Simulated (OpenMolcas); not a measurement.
**How basis sets differ on Si2H2OF2 (SMILES F[Si]1(F)O[SiH2]1)**

Si2H2OF2: 7 atoms, total charge 0, spin state singlet. As SMILES, `F[Si]1(F)O[SiH2]1`. Geometry: relaxed at PBE0-D4/def2-TZVP.

Each level gives the dipole moment (D). The values are calculated.

| level | kind | program | value (D) | CPU time |
| --- | --- | --- | --- | --- |
| HF/ANO-R0 (sfX2C) | Hartree–Fock | OpenMolcas | 2.05 | 5.4 s |
| HF/STO-3G | Hartree–Fock | OpenMolcas | 2.58 | 2.8 s |
| HF/3-21G | Hartree–Fock | OpenMolcas | 3.72 | 3.5 s |
| HF/ANO-RCC-VDZP (DKH2, RICD fitting) | Hartree–Fock | OpenMolcas | 3.29 | 12 s |
| HF/def2-SVP | Hartree–Fock | OpenMolcas | 3.00 | 18 s |

The values span 2.05 to 3.72 D. Magnitudes only. Sets without polarisation functions give poor dipoles. CPU times are rough (shared hosts, several kinds of processor and program).
